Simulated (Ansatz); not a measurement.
Basis-set extrapolation for `CB(C)C[SiH3]` (PBE0-D4/def2-TZVP geometry, frozen core, Ansatz 0.2.0). Multiplicity 1, RHF reference.

|  | def2-TZVPP | def2-QZVPP |
| --- | --- | --- |
| HF | -433.710601 | -433.726575 |
| MP2 correlation | -0.764676 | -0.813092 |
| CCSD(T) correlation | -0.864713 | not run |

Energies in hartree. Use E(X) = E(∞) + A·exp(−7.88·√X) for Hartree–Fock and E(X) = E(∞) + B·X^(−2.97) for correlation, with X = 3 and 4, and add CCSD(T) minus MP2 of the smaller set to the MP2 limit.

Q: What is the CCSD(T) energy at the basis-set limit?

A: HF limit: -433.726575 + (-0.015974) × 0.13774 = -433.72878. MP2 limit: -0.813092 + (-0.048416) × 0.74074 = -0.84896. Higher-order term: -0.864713 − (-0.764676) = -0.10004. Total: -434.67778 hartree, 269.0 kJ/mol below CCSD(T)/def2-TZVPP.
